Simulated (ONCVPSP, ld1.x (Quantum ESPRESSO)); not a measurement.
# Pseudopotentials across the periodic table

Generated with ld1.x 7.5 (TM, RRKJ, ultrasoft, PAW), atompaw 4.2 or ONCVPSP 4.0.1. The cutoff is in Ry: for ld1.x and atompaw files where the sum of valence levels is converged to 10 mRy in a Bessel basis, for ONCV files where the hardest occupied wave has 1 mHa per electron of residual kinetic energy. The error is the largest all-electron minus pseudo excitation energy over each file’s own four to seven test configurations (ionisations up to +4, promotions, holes and added fractions of an electron), all of which were solved. The labels leave out finer settings (local radius, basis sizes, second energies), which also bear on the numbers. Spin-polarised tests are not counted. The rows are a selection from randomly drawn settings: files with unsolved tests, undetermined cutoffs or missed reference levels are left out.

A true bound ghost makes a file unfit for plane-wave use even where its test errors are small: the radial tests pick states by their node count and pass the ghost by.

| element | potential | cutoff (Ry) | largest error (meV) | bound ghosts |
| --- | --- | --- | --- | --- |
| Sb | ultrasoft, LDA (PZ), fully relativistic, rc 2.05/2.05/1.10 (spd), local smoothed, core correction yes, reference 4d10 5s1.75 5p3.25 | 120 | -54 | s, p3/2, p1/2 |
| Sb | ONCV, LDA (Perdew-Wang 92), fully relativistic, rc 1.25/1.35/1.05 (spd), local smoothed, core correction yes, reference 4s2 4p6 4d10 5s2 5p3, qcut 11.4/10.1/9.5, projectors 2/2/2 | 90 | +0.9 | none |
| La | ONCV, PBEsol, scalar-relativistic, rc 2.65/2.30/1.15/2.75 (spdf), local smoothed, core correction yes, reference 4d10 5s2 5p6 5d1 6s1, qcut 4.9/5.4/15/3.9, projectors 2/2/3/1 | 146 | -3.2 | s, p |
| Ho | ONCV, PBE, scalar-relativistic, rc 2.10/2.20/2.10 (spd), local d, core correction yes, reference 5s2 5p6 5d1 6s0.5, qcut 7.5/7.3/8.5, projectors 2/2/0 | 36 | -195 | none |
| Ir | ultrasoft, PBE, scalar-relativistic, rc 2.30/5.46/2.00 (spd), local smoothed, core correction no, reference 5d7 6s2 6p0 | 30 | +165 | none |
| Hg | ONCV, PW91, non-relativistic, rc 1.35/1.70/2.05 (spd), local smoothed, core correction yes, reference 5s2 5p6 5d10 6s1, qcut 7.3/9.3/7.3, projectors 2/2/2 | 86 | -70 | none |

(1) Fill in the row for Mn: ONCV, PBEsol, fully relativistic, rc 2.40/1.00/1.85/2.10 (spdf), local smoothed, core correction no, reference 3p6 3d5 4s1, qcut 2.2/9.8/7.5/4.7, projectors 3/3/2/2.

(2) Fill in the row for Te: ONCV, PW91, scalar-relativistic, rc 1.45/1.60/1.45 (spd), local d, core correction yes, reference 4s2 4p6 4d10 5s2 5p4, qcut 10.5/8.3/11, projectors 2/2/0.

(3) Fill in the row for Zn: ONCV, LDA (Perdew-Wang 92), scalar-relativistic, rc 2.00/1.85/0.80 (spd), local smoothed, core correction yes, reference 3d10 4s0.5, qcut 2.9/5.3/23.3, projectors 2/3/2.

Answers

(1) cutoff 57 Ry, largest error +147 meV, bound ghosts: none.

(2) cutoff 88 Ry, largest error -17 meV, bound ghosts: none.

(3) cutoff 348 Ry, largest error -893 meV, bound ghosts: s, p.
